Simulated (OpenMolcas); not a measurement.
Computed levels of 3d4 in ions with 22 electrons, in cm-1 above 5D0.

| Quantity | Value |
| --- | --- |
| Program | OpenMolcas |
| Method | SS-CASPT2, IPEA 0.25 Eh, imaginary shift 0.1 Eh |
| Basis | ANO-R2 |
| Scalar Hamiltonian | X2C, finite nucleus |
| Spin-orbit coupling | state interaction with AMFI integrals over the reference wave functions, term energies averaged over their components |

Active space for each ion: 4 electrons in 10 orbitals (3d 4d); closed shells correlated by CASPT2: 3s 3p.

```
 Level   Cr2+   Mn3+   Fe4+   Co5+   Cu7+
   5D1   67.3    102    149    209    383
   5D2    199    302    437    609   1102
   5D3    392    591    849   1177   2090
   5D4    641    960   1371   1887   3300
3P0(1)  17470  21290  24560  27910  33940
3P1(1)  17870  21900  25450  29150  36210
   3H4  18460  21890  25470  29140  35950
3P2(1)  18580  22970  26970  31220  39720
   3H5  18610  22120  25810  29620  36870
```

Question: Estimate 5D4, 3P0(1), 3P1(1) for Ni6+ from its neighbours Co5+ and Cu7+.

Answer: 5D4 is fine structure, which grows about as the fourth power of a screened charge, so the fourth roots are averaged: ((1887^0.25 + 3300^0.25) / 2)^4 = 2520. The calculation gives 2530, so the estimate is off by -0.4 %; the measured value is 2392 (Corliss and Sugar, J. Phys. Chem. Ref. Data 10, 197 (1981)).
3P0(1) is another term, which grows about linearly with the charge: (27910 + 33940) / 2 = 30925. The calculation gives 31120, so the estimate is off by -0.6 %; the measured value is 30077 (Corliss and Sugar, J. Phys. Chem. Ref. Data 10, 197 (1981)).
3P1(1) is another term, which grows about linearly with the charge: (29150 + 36210) / 2 = 32680. The calculation gives 32830, so the estimate is off by -0.5 %; the measured value is 31836 (Corliss and Sugar, J. Phys. Chem. Ref. Data 10, 197 (1981)).

CASPT2 breaks the degeneracy within a term, and the mean is taken; among the terms shown or strongly mixed into the levels shown the widest spread is 29 cm-1 (3d4 3H, Ni6+). Active for correlation alone: 4d; no level in the range computed is led by a configuration that fills it, so any true level of that kind is missing. Measured partners are found by configuration, term and J. A level has none where our copy of the source lacks it or the pairing is in doubt (some pairs that miss far off the trend of their configuration count as doubtful), and it then counts in no deviation. Only configurations of the active space appear.

A number in round brackets counts repeated terms of one configuration in the order of the reference energies.
